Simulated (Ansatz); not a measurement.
The cluster Si6Ge⁻, relaxed as a doublet with UKS PBE-D4/def2-SVPD in Ansatz, starting from the GFN2-xTB geometry. Force threshold 0.02 eV/Å.

The relaxation made no stability test and no search for a lower SCF solution. Another isomer (doublet) lies 0.29 eV lower at PBE0-D4/def2-TZVPD; other spin states weren't run for this one.

Start:

```tsv
atom	x (Å)	y (Å)	z (Å)
Si1	-0.572	0.513	-1.664
Si2	-1.839	-1.264	-1.576
Si3	1.147	1.896	0.828
Si4	-0.995	-2.183	0.323
Si5	-0.472	-0.768	1.933
Si6	1.002	2.024	-1.419
Ge7	1.731	-0.217	1.575
```

```json
{"step": "1", "energy (eV)": "-103728.6062", "largest force component (eV/Å)": "1.393", "SCF passes": "32"}
{"step": "2", "energy (eV)": "-103729.3069", "largest force component (eV/Å)": "0.727", "SCF passes": "41"}
{"step": "3", "energy (eV)": "-103729.8373", "largest force component (eV/Å)": "0.773", "SCF passes": "53"}
{"step": "4", "energy (eV)": "-103730.4530", "largest force component (eV/Å)": "0.698", "SCF passes": "47"}
{"step": "5", "energy (eV)": "-103730.7289", "largest force component (eV/Å)": "0.554", "SCF passes": "38"}
{"step": "6", "energy (eV)": "-103730.9338", "largest force component (eV/Å)": "0.587", "SCF passes": "38"}
{"step": "7", "energy (eV)": "-103731.1973", "largest force component (eV/Å)": "0.585", "SCF passes": "37"}
{"step": "8", "energy (eV)": "-103731.4486", "largest force component (eV/Å)": "0.368", "SCF passes": "31"}
{"step": "9", "energy (eV)": "-103731.6186", "largest force component (eV/Å)": "0.233", "SCF passes": "37"}
{"step": "10", "energy (eV)": "-103731.6797", "largest force component (eV/Å)": "0.244", "SCF passes": "39"}
{"step": "11", "energy (eV)": "-103731.7101", "largest force component (eV/Å)": "0.144", "SCF passes": "34"}
{"step": "13", "energy (eV)": "-103731.7245", "largest force component (eV/Å)": "0.163", "SCF passes": "33"}
{"step": "15", "energy (eV)": "-103731.7271", "largest force component (eV/Å)": "0.090", "SCF passes": "33"}
{"step": "17", "energy (eV)": "-103731.7322", "largest force component (eV/Å)": "0.064", "SCF passes": "33"}
{"step": "19", "energy (eV)": "-103731.7530", "largest force component (eV/Å)": "0.115", "SCF passes": "32"}
{"step": "21", "energy (eV)": "-103731.8469", "largest force component (eV/Å)": "0.325", "SCF passes": "30"}
{"step": "23", "energy (eV)": "-103732.0637", "largest force component (eV/Å)": "0.287", "SCF passes": "29"}
{"step": "25", "energy (eV)": "-103732.1295", "largest force component (eV/Å)": "0.106", "SCF passes": "31"}
{"step": "27", "energy (eV)": "-103732.1391", "largest force component (eV/Å)": "0.049", "SCF passes": "25"}
{"step": "29", "energy (eV)": "-103732.1399", "largest force component (eV/Å)": "0.022", "SCF passes": "27"}
{"step": "30", "energy (eV)": "-103732.1401", "largest force component (eV/Å)": "0.004", "SCF passes": "26"}
```

Force components are those of the run's own axes.

End:

| atom | x (Å) | y (Å) | z (Å) |
| --- | --- | --- | --- |
| Si1 | -0.242 | 0.243 | -1.103 |
| Si2 | -2.175 | -1.109 | -0.594 |
| Si3 | 0.139 | 1.982 | 0.780 |
| Si4 | -0.059 | -2.151 | -0.207 |
| Si5 | -0.997 | -0.090 | 1.328 |
| Si6 | 1.747 | 1.588 | -0.916 |
| Ge7 | 1.587 | -0.463 | 0.713 |

Bonds formed: Si1–Si3, Si1–Si4, Si1–Si5, Si1–Ge7, Si2–Si5, Si3–Si5, Si4–Ge7, Si6–Ge7 (atoms count from 1).

No frequencies were taken in this run, so the end may be a saddle point.

Run time 2.7 min (4 threads of Intel Xeon Platinum 8175M on a shared host).
